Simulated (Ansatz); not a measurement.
Cartesian coordinates (Å):
```xyz
9

Si     1.9470    -0.2018     0.2193
B     -0.0062    -0.1237     0.0711
Si    -1.9514     0.1198     0.0717
H      2.2573     0.9412     1.1297
H      2.4659    -1.4547     0.8360
H      2.6677     0.0070    -1.0675
H     -2.1377     1.3026     0.9650
H     -2.5292     0.4375    -1.2640
H     -2.7135    -1.0279     0.6384
```
Charge 0, spin multiplicity 2.

Method: frozen-core CCSD(T)/cc-pVTZ // PBE0-D3(BJ)/def2-TZVP (Ansatz, a program for electronic structure).

| Item | Value |
|---|---|
| HF energy | -605.98038 Ha |
| MP2 correlation energy | -0.32529 Ha |

Problem. Estimate the CCSD correlation energy, the (T) correction, the total energy and the T1 diagnostic.

Solution. 
```yaml
CCSD correlation energy: -0.38769 Ha
"(T) correction": -0.01285 Ha
CCSD(T) total energy: -606.38092 Ha
T1 diagnostic: 0.016
```
